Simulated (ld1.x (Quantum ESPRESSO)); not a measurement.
## neon (Ne): PAW pseudisation with LDA (PZ), non-relativistic reference atom.

ld1.x (Quantum ESPRESSO) 7.5 was run on this input:

```
&input
   title='Ne', zed=10., rel=0, dft='PZ', iswitch=3,
   config='[He] 2s2 2p6',
   nld=2, rlderiv=1.65, eminld=-5.0, emaxld=5.0, deld=0.02
 /
 &inputp
   pseudotype=3, lpaw=.true., tm=.true., lloc=-2, rcloc=0.60,
   nlcc=.false.,
   which_augfun='BESSEL', rmatch_augfun=0.60,
   file_pseudopw='Ne.UPF', file_wfcaegen='ae.wfc', file_wfcncgen='nc.wfc', file_beta='beta', file_chi='chi', file_wfcusgen='us.wfc'
 /
4
2S  1  0   2.00   0.00  0.55  0.65  0.0
2S  1  0   0.00   0.60  0.55  0.65  0.0
2P  2  1   6.00   0.00  1.40  1.50  0.0
2P  2  1   0.00  -0.60  1.40  1.50  0.0
 &test
   configts(1)='2s2 2p6'
 /
```

Command:

```bash
ld1.x < Ne.in > Ne.out
```

Output (shortened: banner, matrices, multipoles, cross overlaps and the repeated all-electron block are left out):

```
Program LD1 v.7.5
     --------------------------- All-electron run ----------------------------

     Ne

     atomic number is 10.00
     dft =PZ   lsd =0 sic =0 latt =0  beta=0.20 tr2=1.0E-14
     Exchange-correlation= PZ
                           (   1   1   0   0   0   0   0)
     mesh =1113 r(mesh) =  99.22747 a.u. xmin = -7.00 dx = 0.01250
     1 Ry =  13.60569312 eV

     n l     nl                  e(Ry)          e(Ha)          e(eV)
     1 0     1S 1( 2.00)       -60.6129       -30.3065      -824.6805
     2 0     2S 1( 2.00)        -2.6449        -1.3225       -35.9861
     2 1     2P 1( 6.00)        -0.9955        -0.4978       -13.5450

     final scf error:  7.7E-15 reached in  29 iterations

     Etot =    -256.454564 Ry,    -128.227282 Ha,   -3489.242097 eV

     Ekin =     255.470837 Ry,     127.735419 Ha,    3475.857814 eV
     Encl =    -619.958630 Ry,    -309.979315 Ha,   -8434.966869 eV
     Eh   =     131.440159 Ry,      65.720080 Ha,    1788.334468 eV
     Exc  =     -23.406930 Ry,     -11.703465 Ha,    -318.467511 eV

     normalization and overlap integrals

     s(1S/1S) =  1.000000  <r> =   0.1589  <r2> =    0.0341  r(max) =   0.1038
     s(2S/2S) =  1.000000  <r> =   0.9042  <r2> =    0.9998  r(max) =   0.6855
     s(2P/2P) =  1.000000  <r> =   0.9817  <r2> =    1.2979  r(max) =   0.6203

     ------------------------ End of All-electron run ------------------------

     --------------------- Generating PAW atomic setup --------------------

      Generating local potential from pseudized AE potential:
      Matching radius rcloc =   0.6000
      Enforcing V''(0)=0 (lloc=-2)

      Local pseudo, rcloc= 0.605 Estimated cut-off energy=    81.89 Ry

      Computing core charge for PAW:

       r > 0.24 : true rho core
       r < 0.24 : rho core = a sin(br)/r    a=  27.74  b=  10.34

      Integrated core pseudo-charge :   1.01
      Wfc-us  2S rcutus= 0.652  Estimated cut-off energy=   103.32 Ry
      Wfc-us  2S rcutus= 0.652  Estimated cut-off energy=   108.88 Ry
      Wfc-us  2P rcutus= 1.488  Estimated cut-off energy=    36.23 Ry
      Wfc-us  2P rcutus= 1.488  Estimated cut-off energy=    40.15 Ry

     Required augmentation: BESSEL   radius:    0.600000
     Suggested rho cutoff for augmentation: 148.88 Ry

     Estimated PAW energy =  -80.637404 Ryd

     ------------------- End of pseudopotential generation -------------------

     Computing logarithmic derivative in   1.65481
     Computing logarithmic derivative in   1.65481
     Computing the partial wave expansion
     R is outside the sphere for l=    0 j= 0.00
     R is outside the sphere for l=    0 j= 0.00
     R is outside the sphere for l=    1 j= 0.00
     R is outside the sphere for l=    1 j= 0.00

     ---------------------- Testing the pseudopotential ----------------------

     Ne

     atomic number is 10.00   valence charge is  8.00
     dft = SLA  PZ   NOGX NOGC   lsd =0 sic =0 latt =0  beta=0.20 tr2=1.0E-14
     mesh =1113 r(mesh) =  99.22747 xmin = -7.00 dx = 0.01250

     n l     nl             e AE (Ry)        e PS (Ry)    De AE-PS (Ry)
     1 0     2S   1( 2.00)       -2.64493       -2.64493        0.00000
     2 1     2P   1( 6.00)       -0.99554       -0.99554       -0.00000

     eps = 3.0E-18  iter =  4

     Etot =    -256.454564 Ry,    -128.227282 Ha,   -3489.242097 eV
     Etotps =   -80.637386 Ry,     -40.318693 Ha,   -1097.127522 eV

     Ekin =      72.584123 Ry,      36.292062 Ha,     987.557306 eV
     Encl =    -191.941648 Ry,     -95.970824 Ha,   -2611.499166 eV
     Ehrt =      62.127066 Ry,      31.063533 Ha,     845.281798 eV
     Ecxc =     -23.406927 Ry,     -11.703463 Ha,    -318.467460 eV

     ---------------------- End of pseudopotential test ----------------------
```

Generation and configuration tests took about 2.7 s on one core of a shared server CPU.
